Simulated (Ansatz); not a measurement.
Cost and result for the atomization energy of GeH$_{3}$O, SMILES `[OH][GeH2]` radical (5 atoms, 4 bonds).

Total charge 0; spin multiplicity 2. Correlated methods include outer-core shells of Ge, which these sets cover unevenly. Scalar relativity is left out up to krypton. The geometry is a stationary point of PBE0-D4/def2-TZVP. Program: Ansatz. All runs use 2 threads of a server CPU on a shared host. Times are those of one run each, without the atoms' runs, and a repeat can differ threefold. Electronic energies, without spin–orbit coupling; frozen cores. CCSD(T)/CBS adds CCSD(T) − MP2 in def2-TZVPP to the MP2 limit, and its time is that of the two runs behind it. T1 = 0.015; ⟨S²⟩ of the reference is 0.76. With those shells the extrapolation isn't a true limit. B3LYP takes the VWN-RPA correlation (the form of Gaussian; ORCA's B3LYP/G).

CCSD(T)/CBS is a level of theory with its own doubt, some kJ/mol a heavy atom from the limit and from the frozen cores, so smaller differences don't rank the functionals.

| level | functions | wall time | atomization (kJ/mol) | difference from CCSD(T)/CBS | per bond |
| --- | --- | --- | --- | --- | --- |
| LDA (SPW92)/def2-TZVPP | 121 | 0.7 s | 1601.2 | 215.0 | 53.8 |
| revPBE-D4/def2-TZVPP | 121 | 1.3 s | 1355.8 | -30.4 | -7.6 |
| BHLYP-D4/def2-TZVPP | 121 | 1.9 s | 1323.3 | -62.9 | -15.7 |
| CAM-B3LYP-D4/def2-TZVPP | 121 | 1.9 s | 1385.4 | -0.8 | -0.2 |
| B3LYP-D4/def2-TZVPP (with forces) | 121 | 2.1 s | 1374.9 | -11.3 | -2.8 |
| B2PLYP/def2-TZVPP | 121 | 2.3 s | 1364.6 | -21.6 | -5.4 |
| CCSD(T)/def2-SVP | 61 | 2.5 s | 1270.3 | -115.9 | -29.0 |
| r2SCANh-D4/def2-TZVPP | 121 | 2.6 s | 1377.6 | -8.6 | -2.2 |
| B97M-V/def2-TZVPP | 121 | 3.9 s | 1395.2 | 9.0 | 2.3 |
| ωB97X-V/def2-TZVPP | 121 | 4.6 s | 1386.5 | 0.3 | 0.1 |
| MP2/def2-QZVPP | 236 | 7 s | 1384.4 | -1.8 | -0.5 |
| CCSD(T)/def2-TZVPP | 121 | 22 s | 1355.5 | -30.7 | -7.7 |
| CCSD(T)/CBS(def2) | – | 29 s | 1386.2 | 0.0 | 0.0 |

The D4 term adds +8.8 kJ/mol with B3LYP and +4.5 kJ/mol with PBE0; it sums over pairs of atoms, weighted by their polarisabilities, and B3LYP, whose exchange is more repulsive, gets the larger term. From BLYP to BHLYP (50 % exact exchange), in def2-TZVPP and without D4, the atomization energy moves by −51.3 kJ/mol: exact exchange takes away binding that semilocal exchange gives to molecules. In def2-TZVPP, CCSD(T) changes the Hartree–Fock value by +413.8 kJ/mol (the triples alone add +21.1 kJ/mol) and MP2 by +424.2 kJ/mol; breaking electron pairs costs correlation energy, which Hartree–Fock lacks.
